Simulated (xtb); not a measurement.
Bi(Br)(SiH3)2 (BiBrH6Si2), SMILES [Br][Bi]([SiH3])[SiH3]. All values are semi-empirical tight-binding results from xtb (GFN2-xTB unless named), good for trends rather than for accurate numbers. The structure is a stationary point at GFN2-xTB.

The geometry has at least one imaginary mode, so it is a saddle point at that level.

For metal compounds this method's bond lengths and energies can be far off.

Estimate the properties. (An estimate is asked for; the answer gives what the named calculation found.)


```yaml
orbital_gap: 3.46 eV
```
